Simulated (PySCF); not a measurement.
## Mg (magnesium, neutral) across methods

[Ne] 3s2, closed-shell 1S. All numbers are calculated (PySCF 2.14, no relativity, point nucleus, in aug-cc-pVDZ). The B2PLYP total includes its PT2 part (frozen core); its orbital energies are those of the SCF part.

| method | E (hartree) | mean ε 2s (eV) | mean ε 2p (eV) | mean ε 3s (eV) | Σ⟨r²⟩ (bohr²) | ⟨S²⟩ |
| --- | --- | --- | --- | --- | --- | --- |
| PBE | -199.9423 | -79.603 | -46.729 | -4.727 | 28.41 | 0.000 |
| PBE0 | -199.9611 | -85.616 | -50.815 | -5.443 | 28.46 | 0.000 |
| r2SCAN | -200.0336 | -82.816 | -48.284 | -4.828 | 28.66 | 0.000 |
| UHF | -199.60834 | -102.52 | -62.094 | -6.888 | 29.64 | 0.000 |
| BHandHLYP | -200.0720 | -91.429 | -54.882 | -6.038 | 28.44 | 0.000 |
| TPSSh | -200.0757 | -83.173 | -48.770 | -5.055 | 28.64 | 0.000 |
| LDA | -199.1210 | -78.923 | -46.723 | -4.800 | 28.20 | 0.000 |
| BP86 | -200.0817 | -79.757 | -46.888 | -4.835 | 28.27 | 0.000 |
| B2PLYP | -199.9554 | -91.881 | -55.095 | -5.974 | 28.71 | 0.000 |
